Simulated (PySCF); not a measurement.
# Converging BeCl in the basis (CCSD)

PySCF, UHF reference; doublet, unpaired electrons σ ↑; De to Be + Cl without counterpoise correction. Frozen cores follow the default of each basis and core potential.

| basis | relativity | functions | Re (Å) | ωe (cm⁻¹) | De (eV) | frozen orbitals |
| --- | --- | --- | --- | --- | --- | --- |
| 3-21G | no relativity | 22 | 1.866 | 788 | 2.93 | 5 |
| def2-SVP | no relativity | 27 | 1.846 | 815 | 3.22 | 5 |
| pcseg-2 | no relativity | 49 | 1.802 | 865 | 3.67 | 5 |
| def2-TZVPP | no relativity | 61 | 1.822 | 824 | 3.53 | 5 |
| cc-pVTZ/cc-pV(T+d)Z | no relativity | 69 | 1.798 | 856 | 3.79 | 5 |

Task: How does each smaller set differ from the one with most functions, cc-pVTZ/cc-pV(T+d)Z?

Result: 3-21G: +6.8 pm, -7.9 % in ωe, -0.86 eV in De; def2-SVP: +4.8 pm, -4.8 % in ωe, -0.57 eV in De; pcseg-2: +0.4 pm, +1.1 % in ωe, -0.12 eV in De; def2-TZVPP: +2.4 pm, -3.7 % in ωe, -0.26 eV in De. All at CCSD; the set with most functions is neither the basis-set limit nor always the best.

Correlated steps freeze 5 core orbitals. Correlated levels converge slowly with the basis: in double zeta they bind strong bonds too weakly, by up to about 1 eV, and carry superposition errors of some tenths. 3-21G is very small, so such numbers show the basis as much as the molecule. The state is the lowest determinant that a PBE0 search found; another state may lie lower at other levels.
